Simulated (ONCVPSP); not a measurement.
# Reading a pseudo-wave (silver)

Columns: radius, all-electron u(r) and pseudo u(r) of the 4s shell (level -133.71 eV) of silver in the configuration [Ar] 3d10 4s2 4p6 4d8; PBE, scalar-relativistic, ONCV scheme, ONCVPSP 4.0.1.

```
r (bohr)  all-electron  pseudo
   0.082        0.4361  0.1144
   0.165       -0.0819  0.2370
   0.248       -0.6418  0.3704
   0.330       -0.5845  0.5127
   0.413       -0.1549  0.6624
   0.495        0.3450  0.8067
   0.578        0.7658  0.9375
   0.660        1.0448  1.0401
   0.742        1.1917  1.1071
   0.825        1.2316  1.1334
   0.908        1.1949  1.1174
   0.990        1.1112  1.0639
   1.072        1.0026  0.9808
   1.155        0.8829  0.8766
   1.238        0.7640  0.7634
   1.320        0.6534  0.6534
   1.402        0.5529  0.5529
   1.485        0.4628  0.4628
   1.568        0.3846  0.3846
   1.650        0.3183  0.3183
   1.733        0.2615  0.2615
   1.815        0.2144  0.2144
   1.898        0.1748  0.1748
   1.980        0.1423  0.1423
   2.062        0.1155  0.1155
   2.145        0.0933  0.0933
```

(1) How many radial nodes do the two functions have?

(2) At about which radius was the pseudo-wave matched?

(3) Where does each function peak?

(4) Is the pseudo-wave norm-conserving?

Answers

(1) The all-electron 4s function has n − l − 1 = 3 (the table is too coarse to show those close to the nucleus); the pseudo-wave has 0, since the states of the same l below it are removed with the core.

(2) 1.30 bohr, where the columns begin to agree (steps of 0.08 bohr).

(3) Outermost all-electron maximum near 0.82 bohr, pseudo maximum near 0.82 bohr (to the table’s step).

(4) Yes: the ONCV scheme keeps the norm inside the radius equal to the all-electron one, which fixes the energy derivative of the logarithmic derivative at the level.
